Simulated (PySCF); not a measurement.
Br3Re, SMILES [Br][Re]([Br])[Br] (connectivity only; charge and spin as stated), neutral, multiplicity 5.

Coordinates come from a r2SCAN-D4/def2-SVP optimisation. A frequency run showed that this geometry is not a minimum. The multiplicity is an assumed one; other spin states were not compared. The def2 effective core potentials stand for the cores of Re; spin–orbit coupling is left out.

Two levels are set side by side: PBE/def2-TZVP (PySCF) and B3LYP/def2-TZVP (PySCF). Same geometry, gas phase. Differences are taken from unrounded values.

```json
[
 {"quantity": "α-spin orbital gap (eV)", "B3LYP": "2.43"},
 {"quantity": "β-spin orbital gap (eV)", "B3LYP": "4.21"},
 {"quantity": "dipole moment (D)", "B3LYP": "0.39"},
 {"quantity": "mean polarisability (bohr³)", "B3LYP": "106.5"}
]
```

Task: What does PBE give, and how far is it from B3LYP? (The exact figures need the calculation; the answer reports its results.)

Result: 
```
quantity                       PBE  PBE minus B3LYP
---------------------------  -----  ---------------
α-spin orbital gap (eV)       0.80            -1.62
β-spin orbital gap (eV)       2.77            -1.44
dipole moment (D)             0.28            -0.11
mean polarisability (bohr³)  110.5              4.0
```

Loosely held outer electrons make PBE densities more polarisable. Differences between two approximate levels are no errors against the true value.

Rough cost on one machine, each run with all the roots and properties that it gave: B3LYP against PBE within a factor of 2.
